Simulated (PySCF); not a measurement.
# Correlation energy of W⁶²⁺ (tungsten, charge +62)

[Ne] 3s2, closed-shell 1S. All numbers are calculated (PySCF 2.14, the non-relativistic Hamiltonian (point nucleus), in an even-tempered Gaussian basis (16 s from 18 bohr⁻², ratio 2.5; 10 p from 23 bohr⁻², ratio 2.5; 4 d from 84 bohr⁻², ratio 2.7; 4 f from 130 bohr⁻², ratio 2.7)). Frozen: 1s2; 10 electrons correlated; the 17 highest virtual orbitals of each spin left out.

```json
{"level": "CCSD", "correlation energy (mhartree)": "-598.58"}
{"level": "(T)", "correlation energy (mhartree)": "-1.76"}
{"level": "CCSD(T)", "correlation energy (mhartree)": "-600.34"}
```

Diagnostics: T1 = 0.00018, D1 = 0.0006, largest double amplitude 0.086.

A non-relativistic calculation at this Z misses sizeable relativistic shifts.

Cost of the coupled-cluster step: of the order of 6 core-seconds, for 10 correlated electrons.

Iterations:

```
CC2 = 0
CCSD nocc = 5, nmo = 76
frozen orbitals [0, 77, 78, 79, 80, 81, 82, 83, 84, 85, 86, 87, 88, 89, 90, 91, 92, 93]
max_cycle = 100
direct = 0
conv_tol = 1e-08
conv_tol_normt = 1e-06
diis_space = 8
diis_start_cycle = 0
Init t2, MP2 energy = -10799.8279856498  E_corr(MP2) -0.518443515667435
Init E_corr(CCSD) = -0.518443515667434
cycle = 1  E_corr(CCSD) = -0.570838797457137  dE = -0.0523952818  norm(t1,t2) = 0.0328418
cycle = 2  E_corr(CCSD) = -0.588868833718774  dE = -0.0180300363  norm(t1,t2) = 0.0116093
cycle = 3  E_corr(CCSD) = -0.598598646635313  dE = -0.00972981292  norm(t1,t2) = 0.00408616
cycle = 4  E_corr(CCSD) = -0.598579240772241  dE = 1.94058631e-05  norm(t1,t2) = 9.6159e-06
cycle = 5  E_corr(CCSD) = -0.598582721682319  dE = -3.48091008e-06  norm(t1,t2) = 1.34703e-06
cycle = 6  E_corr(CCSD) = -0.598582663913229  dE = 5.77690893e-08  norm(t1,t2) = 5.42309e-08
cycle = 7  E_corr(CCSD) = -0.598582646049926  dE = 1.78633039e-08  norm(t1,t2) = 3.08262e-08
cycle = 8  E_corr(CCSD) = -0.598582630256019  dE = 1.57939061e-08  norm(t1,t2) = 2.3586e-08
cycle = 9  E_corr(CCSD) = -0.598582618565338  dE = 1.16906814e-08  norm(t1,t2) = 1.72045e-08
cycle = 10  E_corr(CCSD) = -0.59858259150362  dE = 2.70617176e-08  norm(t1,t2) = 1.24846e-08
cycle = 11  E_corr(CCSD) = -0.598582587852117  dE = 3.65150365e-09  norm(t1,t2) = 1.5968e-09
CCSD converged
E(CCSD) = -10799.90812472195  E_corr = -0.5985825878521167
CCSD(T) correction = -0.00175851317925676
```

At this charge a non-relativistic calculation is a model, useful for the Z dependence of the correlation energy.
